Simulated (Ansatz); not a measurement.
Nudged elastic band run: C3H7BFN

Input:

```yaml
crystal:
  periodic: [false, false, false]
  atoms:
    - { symbol: B, position_ang: [0.015871, -2.079396, -0.414739] }
    - { symbol: C, position_ang: [0.161511, -0.618281, 0.044245] }
    - { symbol: C, position_ang: [0.856759, -0.334037, 1.187004] }
    - { symbol: "N", position_ang: [-0.494789, 0.391038, -0.688048] }
    - { symbol: C, position_ang: [-0.343705, 1.756581, -0.40268] }
    - { symbol: F, position_ang: [-1.021641, 2.166094, 0.840964] }
    - { symbol: H, position_ang: [0.677727, -2.93034, 0.100233] }
    - { symbol: H, position_ang: [-0.782194, -2.376223, -1.261656] }
    - { symbol: H, position_ang: [1.42641, -1.118376, 1.671858] }
    - { symbol: H, position_ang: [0.836435, 0.643085, 1.664015] }
    - { symbol: H, position_ang: [-1.244886, 0.100965, -1.298365] }
    - { symbol: H, position_ang: [0.710386, 1.997706, -0.23092] }
    - { symbol: H, position_ang: [-0.777483, 2.366284, -1.19691] }
basis:
  gaussian: { orbitals: "6-31G" }
hamiltonian:
  xc: r2scan
  dispersion: d4
neb:
  order_check: false
  images: 5
  f_tol: 0.05
  max_iterations: 23
  optimiser: fire
  climbing: immediate
  final_atoms:
    - { symbol: B, position_ang: [-0.09623915, -2.08544049, -0.3517989] }
    - { symbol: C, position_ang: [0.1638715, -0.6236746, 0.06386414] }
    - { symbol: C, position_ang: [1.15480914, -0.34929143, 0.97467505] }
    - { symbol: "N", position_ang: [-0.6198559, 0.3719868, -0.50294037] }
    - { symbol: C, position_ang: [-0.45808431, 1.76134961, -0.1785563] }
    - { symbol: F, position_ang: [-1.42605313, 2.48202636, -0.94174] }
    - { symbol: H, position_ang: [0.56365022, -2.95998347, 0.1244098] }
    - { symbol: H, position_ang: [-0.9545831, -2.35065133, -1.14798401] }
    - { symbol: H, position_ang: [1.4062112, 0.65149434, 1.32130001] }
    - { symbol: H, position_ang: [1.73553175, -1.16549163, 1.38605493] }
    - { symbol: H, position_ang: [-1.34251359, 0.13899315, -1.16677361] }
    - { symbol: H, position_ang: [-0.64724091, 1.95954468, 0.88810883] }
    - { symbol: H, position_ang: [0.54089729, 2.13423801, -0.45361856] }
  initial_path:
    images:
      - { positions_ang: [[0.015871, -2.079396, -0.414739], [0.161511, -0.618281, 0.044245], [0.856759, -0.334037, 1.187004], [-0.494789, 0.391038, -0.688048], [-0.343705, 1.756581, -0.40268], [-1.021641, 2.166094, 0.840964], [0.677727, -2.93034, 0.100233], [-0.782194, -2.376223, -1.261656], [1.42641, -1.118376, 1.671858], [0.836435, 0.643085, 1.664015], [-1.244886, 0.100965, -1.298365], [0.710386, 1.997706, -0.23092], [-0.777483, 2.366284, -1.19691]] }
      - { positions_ang: [[-0.02383624, -2.11496877, -0.36726699], [0.1571087, -0.62863721, 0.06112553], [0.93234492, -0.35013353, 1.11506722], [-0.51203053, 0.39635063, -0.63132087], [-0.3729486, 1.77578561, -0.35644608], [-1.12296999, 2.30512839, 0.2276466], [0.61543818, -2.96152916, 0.13499244], [-0.83922988, -2.37593894, -1.20058729], [1.66921973, -0.82023105, 1.3485243], [0.86583173, 0.32371027, 1.79486882], [-1.28727276, 0.11166595, -1.26409895], [0.27262667, 2.00836957, 0.12899245], [-0.33388093, 2.29552824, -0.97649619]] }
      - { positions_ang: [[-0.06354348, -2.15054154, -0.31979499], [0.1527064, -0.63899342, 0.07800607], [1.00793084, -0.36623006, 1.04313044], [-0.52927207, 0.40166325, -0.57459374], [-0.4021922, 1.79499023, -0.31021215], [-1.22429899, 2.44416279, -0.38567079], [0.55314937, -2.99271833, 0.16975188], [-0.89626577, -2.37565488, -1.13951857], [1.91202947, -0.5220861, 1.0251906], [0.89522846, 0.00433554, 1.92572263], [-1.32965951, 0.1223669, -1.22983289], [-0.16513266, 2.01903314, 0.4889049], [0.10972114, 2.22477248, -0.75608237]] }
      - { positions_ang: [[-0.10325072, -2.1861143, -0.27232298], [0.14830409, -0.64934963, 0.0948866], [1.08351676, -0.38232659, 0.97119366], [-0.5465136, 0.40697588, -0.51786661], [-0.4314358, 1.81419484, -0.26397823], [-1.32562798, 2.58319718, -0.99898819], [0.49086055, -3.02390749, 0.20451131], [-0.95330165, -2.37537082, -1.07844986], [2.1548392, -0.22394116, 0.70185689], [0.92462519, -0.31503919, 2.05657645], [-1.37204627, 0.13306785, -1.19556684], [-0.602892, 2.0296967, 0.84881735], [0.55332322, 2.15401672, -0.53566856]] }
      - { positions_ang: [[-0.10091353, -2.15255636, -0.29881495], [0.15349323, -0.64079129, 0.08454578], [1.10728088, -0.37131487, 0.97235413], [-0.57096103, 0.39531285, -0.5128912], [-0.44031863, 1.79657976, -0.23550425], [-1.35910303, 2.54947357, -0.97990546], [0.51512377, -3.00259948, 0.17781081], [-0.9537288, -2.36713099, -1.10162791], [1.90529653, 0.06787067, 0.90833793], [1.19492738, -0.59852334, 1.83306928], [-1.36220204, 0.13504295, -1.18596909], [-0.61767497, 2.0063127, 0.86191451], [0.54918124, 2.14742382, -0.50831856]] }
      - { positions_ang: [[-0.09857634, -2.11899842, -0.32530692], [0.15868236, -0.63223294, 0.07420496], [1.13104501, -0.36030315, 0.97351459], [-0.59540847, 0.38364982, -0.50791579], [-0.44920147, 1.77896469, -0.20703028], [-1.39257808, 2.51574997, -0.96082273], [0.539387, -2.98129147, 0.1511103], [-0.95415595, -2.35889116, -1.12480596], [1.65575386, 0.35968251, 1.11481897], [1.46522956, -0.88200748, 1.6095621], [-1.35235781, 0.13701805, -1.17637135], [-0.63245794, 1.98292869, 0.87501167], [0.54503926, 2.14083092, -0.48096856]] }
      - { positions_ang: [[-0.09623915, -2.08544049, -0.3517989], [0.1638715, -0.6236746, 0.06386414], [1.15480914, -0.34929143, 0.97467505], [-0.6198559, 0.3719868, -0.50294037], [-0.45808431, 1.76134961, -0.1785563], [-1.42605313, 2.48202636, -0.94174], [0.56365022, -2.95998347, 0.1244098], [-0.9545831, -2.35065133, -1.14798401], [1.4062112, 0.65149434, 1.32130001], [1.73553175, -1.16549163, 1.38605493], [-1.34251359, 0.13899315, -1.16677361], [-0.64724091, 1.95954468, 0.88810883], [0.54089729, 2.13423801, -0.45361856]] }
```

Launched with:

```bash
$ ansatz run input.yaml --threads 1 --pin off --max-ram 2048MiB --backend cpu --events-out ev --progress --plain --runs-dir out
```

Output, in part (warnings, iteration lines):

```
NEB end point (image 0): max|allowed force component| = 1.019e-2 eV/Å (the criterion of neb.relax_end_points is 1.000e-2)
NEB end point (image 6): max|allowed force component| = 6.266e-3 eV/Å (the criterion of neb.relax_end_points is 1.000e-2)
NEB iter   1: max|band force component| = 3.697e1 eV/Å  barrier→ = 14.7179 eV  barrier← = 14.4123 eV  CI = image 2  Δτ_max = 0.2000 Å  (271 SCF iters)
NEB iter   2: max|band force component| = 8.155e0 eV/Å  barrier→ = 5.2889 eV  barrier← = 4.9833 eV  CI = image 2  Δτ_max = 0.1352 Å  (185 SCF iters)
NEB iter   3: max|band force component| = 3.568e0 eV/Å  barrier→ = 3.2031 eV  barrier← = 2.8974 eV  CI = image 3  Δτ_max = 0.1537 Å  (181 SCF iters)
NEB iter   4: max|band force component| = 4.551e0 eV/Å  barrier→ = 3.1530 eV  barrier← = 2.8474 eV  CI = image 3  Δτ_max = 0.0181 Å  (189 SCF iters)
NEB iter   5: max|band force component| = 3.663e0 eV/Å  barrier→ = 3.0364 eV  barrier← = 2.7308 eV  CI = image 3  Δτ_max = 0.0320 Å  (184 SCF iters)
NEB iter   6: max|band force component| = 2.059e0 eV/Å  barrier→ = 2.9419 eV  barrier← = 2.6362 eV  CI = image 3  Δτ_max = 0.0389 Å  (178 SCF iters)
NEB iter   7: max|band force component| = 1.513e0 eV/Å  barrier→ = 2.9409 eV  barrier← = 2.6353 eV  CI = image 3  Δτ_max = 0.0359 Å  (182 SCF iters)
NEB iter   8: max|band force component| = 1.595e0 eV/Å  barrier→ = 2.9536 eV  barrier← = 2.6480 eV  CI = image 3  Δτ_max = 0.0020 Å  (180 SCF iters)
NEB iter   9: max|band force component| = 1.531e0 eV/Å  barrier→ = 2.9403 eV  barrier← = 2.6346 eV  CI = image 3  Δτ_max = 0.0039 Å  (147 SCF iters)
NEB iter  10: max|band force component| = 1.501e0 eV/Å  barrier→ = 2.9178 eV  barrier← = 2.6122 eV  CI = image 3  Δτ_max = 0.0056 Å  (168 SCF iters)
NEB iter  11: max|band force component| = 1.471e0 eV/Å  barrier→ = 2.8932 eV  barrier← = 2.5876 eV  CI = image 3  Δτ_max = 0.0070 Å  (179 SCF iters)
NEB iter  12: max|band force component| = 1.433e0 eV/Å  barrier→ = 2.8740 eV  barrier← = 2.5683 eV  CI = image 3  Δτ_max = 0.0082 Å  (175 SCF iters)
NEB iter  13: max|band force component| = 1.391e0 eV/Å  barrier→ = 2.8648 eV  barrier← = 2.5592 eV  CI = image 3  Δτ_max = 0.0097 Å  (183 SCF iters)
NEB iter  14: max|band force component| = 1.350e0 eV/Å  barrier→ = 2.8657 eV  barrier← = 2.5601 eV  CI = image 3  Δτ_max = 0.0125 Å  (186 SCF iters)
NEB iter  15: max|band force component| = 1.313e0 eV/Å  barrier→ = 2.8716 eV  barrier← = 2.5660 eV  CI = image 3  Δτ_max = 0.0155 Å  (186 SCF iters)
NEB iter  16: max|band force component| = 1.285e0 eV/Å  barrier→ = 2.8744 eV  barrier← = 2.5688 eV  CI = image 3  Δτ_max = 0.0189 Å  (174 SCF iters)
NEB iter  17: max|band force component| = 1.269e0 eV/Å  barrier→ = 2.8680 eV  barrier← = 2.5624 eV  CI = image 3  Δτ_max = 0.0229 Å  (177 SCF iters)
NEB iter  18: max|band force component| = 1.265e0 eV/Å  barrier→ = 2.8556 eV  barrier← = 2.5499 eV  CI = image 3  Δτ_max = 0.0278 Å  (174 SCF iters)
NEB iter  19: max|band force component| = 1.264e0 eV/Å  barrier→ = 2.8495 eV  barrier← = 2.5439 eV  CI = image 3  Δτ_max = 0.0338 Å  (178 SCF iters)
NEB iter  20: max|band force component| = 1.254e0 eV/Å  barrier→ = 2.8604 eV  barrier← = 2.5547 eV  CI = image 3  Δτ_max = 0.0410 Å  (176 SCF iters)
NEB iter  21: max|band force component| = 1.220e0 eV/Å  barrier→ = 2.8829 eV  barrier← = 2.5772 eV  CI = image 3  Δτ_max = 0.0494 Å  (175 SCF iters)
NEB iter  22: max|band force component| = 1.151e0 eV/Å  barrier→ = 2.9080 eV  barrier← = 2.6023 eV  CI = image 3  Δτ_max = 0.0591 Å  (180 SCF iters)
NEB iter  23: max|band force component| = 1.046e0 eV/Å  barrier→ = 2.9508 eV  barrier← = 2.6451 eV  CI = image 3  Δτ_max = 0.0700 Å  (177 SCF iters)
Error: NEB band did not converge after 23 iterations: max|band force component| = 1.05e0 eV/Å (threshold 5.0e-2); raise `neb.max_iterations` in a new run, which can start from the last band evaluated (`neb.initial_path`, with `crystal.atoms` and `neb.final_atoms` set to its first and last images), …
```

The run ended unconverged. The band didn't meet its force threshold, so its energies are provisional: the largest band force was still 1.05 eV/Å, and over the last iterations the top moved between 2.88 and 2.95 eV. Limits of this set-up: no polarisation functions.

Final band (atoms are numbered from 1 in the order of the input):

```json
{"image": "0", "path coordinate (Å)": "0.00", "energy (eV)": "0.00", "dihedral N4–C2–C3–H9 (°)": "-174"}
{"image": "1", "path coordinate (Å)": "1.25", "energy (eV)": "0.34", "dihedral N4–C2–C3–H9 (°)": "-160"}
{"image": "2", "path coordinate (Å)": "2.53", "energy (eV)": "0.94", "dihedral N4–C2–C3–H9 (°)": "-147"}
{"image": "3", "path coordinate (Å)": "3.56", "energy (eV)": "2.95", "dihedral N4–C2–C3–H9 (°)": "-98"}
{"image": "4", "path coordinate (Å)": "4.54", "energy (eV)": "1.37", "dihedral N4–C2–C3–H9 (°)": "-47"}
{"image": "5", "path coordinate (Å)": "5.30", "energy (eV)": "0.55", "dihedral N4–C2–C3–H9 (°)": "-18"}
{"image": "6", "path coordinate (Å)": "5.98", "energy (eV)": "0.31", "dihedral N4–C2–C3–H9 (°)": "0"}
```

Run time: 22 min on 1 thread of Intel(R) Xeon(R) Processor @ 2.50GHz (Skylake/Cascade Lake) (shared host), peak memory 0.17 GiB.
